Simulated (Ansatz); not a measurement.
Program: Ansatz. Geometries: PBE0-D4/def2-TZVP. ΔE: electronic, gas phase. CCSD(T)/CBS is the MP2 limit (def2-TZVPP, def2-QZVPP) plus CCSD(T) − MP2 in def2-TZVPP, frozen cores. This one scheme is used for every species. Functionals use def2-TZVPP. One conformer a species, not always the lowest.

Reaction (silylene formation by 1,1-elimination): `CO[SiH](C)Cl` → CH₄ + `CO[Si]Cl`

| level | ΔE (eV) |
| --- | --- |
| r2SCANh | 1.50 |
| LC-ωPBE | 1.56 |

(1) What does CCSD(T)/CBS give? (Best estimate.)

(2) What do rigid-rotor, harmonic-oscillator terms from PBE0-D4/def2-TZVP frequencies (298.15 K, 1 bar) make of the CCSD(T)/CBS value? (Estimate.)

Largest T1 diagnostic among the species: 0.014.

Results:

(1) The calculation gave: +1.41 eV. The listed levels differ from it by 0.09, 0.15 eV.

(2) Ansatz gave: ΔZPE = -0.04 eV, ΔH = +1.41 eV, ΔS = 141 J/(mol·K), ΔG = +0.97 eV.

From r2SCAN to r2SCAN0 (25 % exact exchange), in def2-TZVPP and without D4, ΔE moves by +0.09 eV. The D4 term adds +0.14 eV with B3LYP and +0.08 eV with PBE0; it sums over pairs of atoms, weighted by their polarisabilities, and B3LYP, whose exchange is more repulsive, gets the larger term. Leaving LDA and LC-ωPBE aside and taking each functional with its dispersion term where it has one, the values, not all of them listed here, spread over 0.53 eV, from BLYP-D4 to r2SCAN0-D4. LDA lies +0.33 eV from PBE without D4.

B3LYP here is the variant with VWN-RPA as its local correlation; programs differ in this.
